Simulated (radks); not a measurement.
Results of a calculation; reference values are marked as such.
Valence configurations of Ce+ (all share [Xe]). Level of theory: scalar-relativistic Kohn-Sham, SCAN, spin-polarised, spherical densities, finite nucleus; open shells are filled with parallel spins first (spin-orbit coupling, left out, can overturn this in heavy ions); meta-GGA in the generalised Kohn-Sham scheme; Fermi nuclear charge, rms radius 4.8771 fm (a radial shooting solver on a logarithmic mesh with Libxc functionals). Order these by energy: 4f0.5 5d2 6p0.5; 4f0.5 5d2 6s0.5; 4f1 5d1 6s1; 4f1 5d2; 5d2 6p1; 4f1 5d1.5 6p0.5; 4f1 5d1 6p1; 4f2 5d1; 5d2 6s1.

Answer. From the lowest, in eV above it: 4f1 5d1 6s1 0.000; 4f1 5d2 0.234; 4f2 5d1 0.372; 4f0.5 5d2 6s0.5 1.580; 4f1 5d1.5 6p0.5 1.719; 4f0.5 5d2 6p0.5 3.244; 4f1 5d1 6p1 3.328; 5d2 6s1 4.364; 5d2 6p1 8.036. NIST lists [Xe] 4f1 5d2 as the ground configuration; this level of theory puts 4f1 5d1 6s1 lower, by 0.234 eV. The energies are those of spherical high-spin densities, not of single terms. No valid solution was reached for [Xe] 5d1 6s2.
